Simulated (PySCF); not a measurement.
# How methods differ on the excitation energy of Br⁺

Br⁺ [Ar] 3d10 4s2 4p4 (3P) → Br⁺ [Ar] 3d10 4s1 4p5 (3P), as a difference of total energies. Calculation: PySCF 2.14, in x2c-TZVPPall (6s5p4d1f, 48 functions); scalar relativity by spin-free X2C-1e. Correlated levels: valence: [Ar] 3d10 frozen. The calculations carry no spin-orbit coupling.

Order these methods by the excitation energy they give, lowest first.
A. CCSDT (valence)
B. CCSD (valence)
C. UHF
D. MP2 (valence)

A (11.870 eV), B (12.230 eV), D (13.186 eV), C (14.264 eV).

Errors of the correlated levels include the incompleteness of this basis and the frozen core.

The coupled-cluster amplitudes are large for the upper state (T1 above 0.03 or a double amplitude above 0.15), so a single reference is strained.

For comparison: 11.924 eV (measured; NIST levels, between the centres of gravity of the two terms).
